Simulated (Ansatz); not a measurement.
Conformers of `[OH][Ti]([F])([SH])[Cl]`, each relaxed with PBE0-D4/def2-TZVP in Ansatz. CBS adds the triple-zeta coupled-cluster correction to the MP2 limit.

Outer-core shells of Ti are correlated without core-valence functions. Scalar relativity is left out up to krypton.

Not all of them had a frequency check.

Conformer A:

Cartesian coordinates in Å:
```
O 1.285 1.118 -0.281
Ti 0.062 0.011 0.306
F -1.202 0.810 1.212
S -0.842 -0.891 -1.578
Cl 0.935 -1.566 1.561
H 1.553 2.034 -0.367
H -1.792 -1.516 -0.853
```

Conformer B:

Cartesian coordinates in Å:
```
O -1.204 -0.708 0.285
Ti 0.001 0.391 -0.365
F 0.057 0.387 -2.108
S 2.044 -0.294 0.384
Cl -0.411 2.436 0.321
H -1.966 -1.249 0.076
H 1.480 -0.963 1.407
```

(1) Which is lowest in electronic energy at CCSD(T)/CBS (frozen core, def2 sets), and by how much? (Estimate.)

(2) Give the energies relative to A (kJ/mol) with PBE0-D4/def2-TZVPP, ωB97M-V/def2-TZVPP, PBE0/def2-TZVPP, MP2/def2-TZVPP, SCS-MP2/def2-TZVPP, CCSD/def2-TZVPP, MP2/CBS(def2). (Best estimate.)

## Answers

(1) Ansatz gave: A; B lies 3.1 kJ/mol higher.

(2) The calculation gave: 
| level | B |
| --- | --- |
| PBE0-D4/def2-TZVPP | 2.5 |
| ωB97M-V/def2-TZVPP | 2.7 |
| PBE0/def2-TZVPP | 2.4 |
| MP2/def2-TZVPP | 3.4 |
| SCS-MP2/def2-TZVPP | 3.3 |
| CCSD/def2-TZVPP | 2.9 |
| MP2/CBS(def2) | 3.5 |
